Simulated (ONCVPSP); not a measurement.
# Potentials for Si (Z = 14) compared

Generated with ld1.x 7.5 (TM, RRKJ, ultrasoft, PAW), atompaw 4.2 or ONCVPSP 4.0.1. The cutoff is in Ry: for ld1.x and atompaw files where the sum of valence levels is converged to 10 mRy in a Bessel basis, for ONCV files where the hardest occupied wave has 1 mHa per electron of residual kinetic energy. The error is the largest all-electron minus pseudo excitation energy over each file’s own four to seven test configurations (ionisations up to +4, promotions, holes and added fractions of an electron), all of which were solved. The labels leave out finer settings (local radius, basis sizes, second energies), which also bear on the numbers. Spin-polarised tests are not counted. The rows are a selection from randomly drawn settings: files with unsolved tests, undetermined cutoffs or missed reference levels are left out.

A true bound ghost makes a file unfit for plane-wave use even where its test errors are small: the radial tests pick states by their node count and pass the ghost by.

| potential | cutoff (Ry) | largest error (meV) | bound ghosts |
| --- | --- | --- | --- |
| ONCV, LDA (Perdew-Zunger), scalar-relativistic, rc 1.45/1.45/1.90 (spd), local p, core correction yes, reference 3s2 3p1, qcut 4.6/5.3/6, projectors 2/0/3 | 48 | +138 | none |
| ONCV, PW91, scalar-relativistic, rc 1.50/1.55 (sp), local smoothed, core correction yes, reference 3s2 3p1, qcut 3.9/4.8, projectors 3/2 | 16 | -324 | s |
| ONCV, PBEsol, scalar-relativistic, rc 1.40/2.05 (sp), local s, core correction yes, reference 3s2 3p2, qcut 5.7/4, projectors 0/2 | 125 | -155 | none |
| ONCV, PBE, scalar-relativistic, rc 1.50/2.10 (sp), local smoothed, core correction yes, reference 3s2 3p0.5, qcut 4.4/3.7, projectors 2/2 | 20 | +3.4 | none |
| ONCV, PBE, scalar-relativistic, rc 0.90/1.00 (sp), local smoothed, core correction yes, reference 2s2 2p6 3s2 3p2, qcut 13.3/13.5, projectors 3/2 | 151 | -473 | none |

Q: Fill in the row for Si: ONCV, LDA (Perdew-Zunger), scalar-relativistic, rc 1.65/1.65 (sp), local smoothed, core correction yes, reference 3s2, qcut 5.1/5.5, projectors 2/3.

A: cutoff 18 Ry, largest error +47 meV, bound ghosts: none.

Q: Fill in the row for Si: ONCV, LDA (Perdew-Wang 92), scalar-relativistic, rc 1.40/1.55/1.50 (spd), local smoothed, core correction yes, reference 3s1, qcut 4.8/4.2/7.3, projectors 2/1/2.

A: cutoff 19 Ry, largest error +721 meV, bound ghosts: none.
